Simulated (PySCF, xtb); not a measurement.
WF2, SMILES [F][W][F] (connectivity only; charge and spin as stated), neutral, multiplicity 3.

Harmonic wavenumbers (cm⁻¹) from GFN2-xTB run with xtb at its own minimum, in rising order: 225, 225, 593, 635.

Question: What does PBE-D3(BJ)/def2-TZVP run with PySCF give at its own minimum? (An estimate is asked for; the answer gives what the named calculation found.)

Answer: 59, 59, 711, 723. Paired by order, the mean absolute difference is 135 cm⁻¹ and the zero-point energies are 2.4 and 2.2 kcal/mol.
